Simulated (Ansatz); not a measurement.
Counterpoise correction, worked out

The pair of C2H6 (SMILES CC, atoms 1–8) and H2 (SMILES [H][H], atoms 9–10), both closed shells, in one local arrangement (a lower one may exist), relaxed at PBE0-D4/def2-TZVP:

```tsv
atom	x (Å)	y (Å)	z (Å)
C1	0.7019	0.3466	-0.5573
C2	-0.6681	-0.2346	-0.8593
H3	1.2262	0.6268	-1.4740
H4	0.6271	1.2411	0.0655
H5	1.3317	-0.3705	-0.0252
H6	-1.1960	-0.5111	0.0568
H7	-0.5934	-1.1320	-1.4782
H8	-1.2961	0.4818	-1.3942
H9	-0.1576	-0.4688	2.5665
H10	0.0243	0.0208	3.0994
```

Computed with Ansatz 0.2.0 (basis: def2-TZVPPD); correlated methods freeze the cores.

CCSD(T) total energies in eV:

| system | geometry | basis functions | energy |
| --- | --- | --- | --- |
| pair | pair | all | -2200.03796 |
| C2H6 | as in the pair | all (partner as ghosts) | -2168.12116 |
| H2 | as in the pair | all (partner as ghosts) | -31.90560 |
| C2H6 | as in the pair | its own | -2168.11939 |
| H2 | as in the pair | its own | -31.90432 |
| C2H6 | free (PBE0-D4 minimum) | its own | -2168.11948 |
| H2 | free (PBE0-D4 minimum) | its own | -31.90432 |

Work out the interaction energy with and without the counterpoise correction, the superposition error, and the binding energy from the relaxed fragments.

Without correction: -2200.03796 − (-2168.11939) − (-31.90432) = -0.01425 eV.
With correction (each fragment in the whole basis): -2200.03796 − (-2168.12116) − (-31.90560) = -0.01120 eV = -0.26 kcal/mol.
The superposition error is the difference, 0.00305 eV: each fragment borrows its partner's functions.
Deformation from the free shapes: 0.00009 eV for C2H6 and 0.00000 eV for H2.
Binding energy from relaxed fragments: -0.01120 + 0.00009 + 0.00000 = -0.01111 eV = -0.26 kcal/mol (electronic, without zero-point energy; negative means bound). For comparison, the corrected interaction energy by CCSD(T) at an estimated basis limit (MP2 extrapolated from triple and quadruple zeta, plus CCSD(T) − MP2 in triple zeta) is -0.013 eV.

No T1 diagnostic of these runs exceeds 0.008.

For scale, one of the runs: CCSD(T)/def2-TZVPPD, 210 basis functions, launched by `ansatz run in.yaml --threads 2 --pin off --events-out ev --progress --plain --max-ram 5222MiB`. The run took 36 s on 2 CPU threads of an Arm Neoverse V2 (shared host), with 2.9 GiB of host memory at its peak.
